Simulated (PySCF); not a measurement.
The vertical singlet excitations below were computed for one of the candidates. Method used: PySCF, TDDFT PBE0/def2-SVPD, vertical, gas phase, core orbitals frozen in the response. Geometries: GFN2-xTB, one conformer each.

```csv
state,E (eV),λ (nm),f
S1,5.74,215.8,0.0021
S2,6.61,187.7,0.0014
S3,6.64,186.6,0.063
S4,6.84,181.2,0.0039
S5,6.98,177.7,0.0067
S6,7.31,169.5,0.069
```

Triplets computed (Tamm–Dancoff): 5.21, 5.34 eV.

Question: Which structure fits?
A. `COC(=O)CCCl`
B. `FC(F)(OCCCl)F`
C. `CCNC(=O)CCCl`

Answer: C. Its S1, at 5.74 eV, is the lowest among the candidates; the nearest of the others has S1 at 6.02 eV. S1 is HOMO→LUMO (33%), HOMO-1→LUMO (25%), HOMO→LUMO+2 (10%). Löwdin shares by element: HOMO oxygen 45%, nitrogen 24%, carbon 13% or more (atoms not listed hold the other 18%); LUMO carbon 25% or more, chlorine 22%, oxygen 10% (atoms not listed hold the other 42%). At the same level the other candidates give, for their lowest levels:
- `FC(F)(F)OCCCl`: 7.38 eV (f 0.002); 7.48 eV (f 0.003); 8.22 eV (f 0.011); 8.34 eV (f 0.045); 8.86 eV (f 0.016); T1 6.64 eV; HOMO -8.90, LUMO 0.14 eV
- `COC(=O)CCCl`: 6.02 eV (f 0.000); 7.42 eV (f 0.006); 7.47 eV (f 0.001); 7.56 eV (f 0.000); 7.61 eV (f 0.001); T1 5.46 eV; HOMO -8.34, LUMO -0.06 eV

Shape of the structure used: `[CH3:1][CH2:2][NH:3][C:4](=[O:5])[CH2:6][CH2:7][Cl:8]`: C1–C2–N3–C4 125°, C2–N3–C4–O5 -2°, N3–C4–C6–C7 -82°, C4–C6–C7–Cl8 71°.
